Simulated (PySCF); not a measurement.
Two species compared at the same levels of theory.

First species: C5H8.
Z-matrix (Å and degrees, PBE0-D3(BJ)/def2-SVP geometry), rows numbered from 1:
```
C 
C   1  1.3297
C   2  1.5143  1  133.96
C   3  1.5481  2   88.19  1  -161.76
C   2  1.5141  1  133.98  3  -171.86
H   1  1.0938  2  121.25  3   175.79
H   1  1.0938  2  121.24  3    -3.90
H   3  1.1013  2  116.96  1   -41.33
H   3  1.1030  2  112.31  1    84.49
H   4  1.0994  3  112.30  2   101.74
H   4  1.0995  3  116.78  2  -131.96
H   5  1.1030  2  112.30  1   -84.49
H   5  1.1013  2  116.96  1    41.30
```

Second species: C₆H₁₃NO.
SMILES: `CCCC(=O)N(C)C`

Levels: CAM-B3LYP/def2-SVPD for dipole moment, HOMO energy, LUMO energy, HOMO–LUMO gap, static isotropic polarisability and electronic spatial extent ⟨r²⟩ about the centre of nuclear charge; TDDFT CAM-B3LYP/def2-SVPD for lowest singlet excitation; TDA CAM-B3LYP/def2-SVPD for lowest triplet excitation (Tamm–Dancoff); ΔSCF CAM-B3LYP/def2-SVPD for vertical ionisation energy; PBE0-D3(BJ)/def2-SVP for rotational constant A and rotational constant C. Geometries: PBE0-D3(BJ)/def2-SVP. All species are isolated and taken at one optimised geometry, non-relativistic unless stated. Electronic properties by PySCF.

The conformers computed, where there is a choice (atom-mapped SMILES and torsion angles):
- `[CH3:1][CH2:2][CH2:3][C:4](=[O:5])[N:6]([CH3:7])[CH3:8]`: C1–C2–C3–C4 180°, C2–C3–C4–O5 1°, C3–C4–N6–C7 176°

| property | column X | column Y |
| --- | --- | --- |
| dipole moment | 0.58 D | 3.66 D |
| HOMO energy | -8.35 eV | -8.29 eV |
| LUMO energy | 1.28 eV | 1.04 eV |
| HOMO–LUMO gap | 9.63 eV | 9.33 eV |
| lowest singlet excitation | 6.85 eV | 5.79 eV |
| lowest triplet excitation (Tamm–Dancoff) | 4.19 eV | 5.19 eV |
| static isotropic polarisability | 59.7 au | 86.3 au |
| vertical ionisation energy | 9.22 eV | 8.96 eV |
| electronic spatial extent ⟨r²⟩ about the centre of nuclear charge | 416 bohr² | 1380 bohr² |
| rotational constant A | 10.518 GHz | 4.210 GHz |
| rotational constant C | 3.464 GHz | 0.875 GHz |

(1) Which column belongs to which species?

(2) How does each property change from the first species to the second?

Answers

(1) Column X is the first species and column Y the second. The first has 13 atoms and 38 electrons, the second 21 and 64.

(2) dipole moment +3.08 D; HOMO energy +0.06 eV; LUMO energy -0.24 eV; HOMO–LUMO gap -0.30 eV; lowest singlet excitation -1.06 eV; lowest triplet excitation (Tamm–Dancoff) +1.00 eV; static isotropic polarisability +26.6 au; vertical ionisation energy -0.26 eV; electronic spatial extent ⟨r²⟩ about the centre of nuclear charge +964 bohr²; rotational constant A -6.308 GHz; rotational constant C -2.589 GHz.

On the first: The vertical singlet–triplet gap S1 − T1 is 2.66 eV (TDDFT singlet less Tamm–Dancoff triplet; S1: HOMO→LUMO, weight 0.79; T1: HOMO→LUMO, weight 0.81).

On the second: In atomic units the dipole is 1.44 e·bohr (1 au = 2.5417 D). The ΔSCF ionisation energy exceeds −ε(HOMO) by 0.67 eV with CAM-B3LYP.
